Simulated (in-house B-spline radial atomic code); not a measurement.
Configurations of Ca IX (Ca8+), with energies counted from [Ne] 3s2. Method: Dirac-Hartree-Fock, average of configuration, Fermi nucleus of rms radius 3.4776 fm. Calculated with a B-spline radial code for spherical atoms. Energies include first-order Breit, QED and recoil terms.

Occupations are held fixed; configurations that lie above the ionisation limit could autoionise.

```
       configuration  E - E(ref) (eV)  highest orbital  its <r> (bohr)
        [Ne] 3s1 3p1           19.094            3p3/2           1.028
        [Ne] 3s1 4p1           101.53            4p3/2           2.081
        [Ne] 3s1 6g1           155.57            6g9/2           4.879
        [Ne] 3s1 7p1           161.09            7p3/2           7.212
        [Ne] 3s1 7f1           163.55            7f7/2           7.429
[He] 2s2 2p5 3s2 3d1           385.54            3d5/2           0.958
[He] 2s2 2p5 3s2 5g1           484.04            5g9/2           3.044
[He] 2s2 2p5 3s2 6d1           495.59            6d5/2           5.305
[He] 2s2 2p5 3s2 6f1           497.09            6f7/2           5.229
[He] 2s1 2p6 3s2 5p1           566.85            5p3/2           3.404
[He] 2s1 2p6 3s2 5d1           571.88            5d5/2           3.532
[He] 2s1 2p6 3s2 5f1           574.55            5f7/2           3.412
```

(1) Order these further configurations by energy, lowest first.
A. [Ne] 3s1 6p1
B. [Ne] 3s1 7d1
C. [He] 2s2 2p5 3s2 6g1
D. [Ne] 3s1 7g1
E. [He] 2s2 2p5 3s2 5f1

(2) How far above the reference does [Ne] 3s1 5d1 lie?

(3) How far above the reference does [He] 2s2 2p5 3s2 7s1 lie?

(4) How far above the reference does [He] 2s1 2p6 3s2 6p1 lie?

(5) One of these lies 50.7 eV from the reference. Which?
A. [Ne] 3s1 3d1
B. [He] 2s1 2p6 3s2 6f1
C. [He] 2s1 2p6 3s2 7d1
D. [He] 2s1 2p6 3s2 7p1

Answers

(1) A (151.33 eV), B (162.81 eV), D (163.7 eV), E (483.3 eV), C (497.52 eV).

(2) 139.58 eV; its least bound orbital is 5d5/2 with <r> = 3.603 bohr.

(3) 501.45 eV; its least bound orbital is 7s1/2 with <r> = 6.88 bohr.

(4) 584.08 eV; its least bound orbital is 6p3/2 with <r> = 5.102 bohr.

(5) A.
